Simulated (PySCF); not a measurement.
BClBr2, SMILES ClB(Br)Br. Geometry: PBE-D3(BJ)/def2-SVP.

Computed equilibrium geometry at PBE-D3(BJ)/def2-SVP (PySCF confirms it by a frequency run) as bond lengths and angles, and its point group:
point group C2v.
Atoms: B1 Cl2 Br3 Br4. Bonded distances (Å): B1–Cl2 1.751, B1–Br3 1.913, B1–Br4 1.913. Angles (°): Cl2–B1–Br3 120.0, Cl2–B1–Br4 120.0, Br3–B1–Br4 119.9.
Charge 0, spin multiplicity 1.
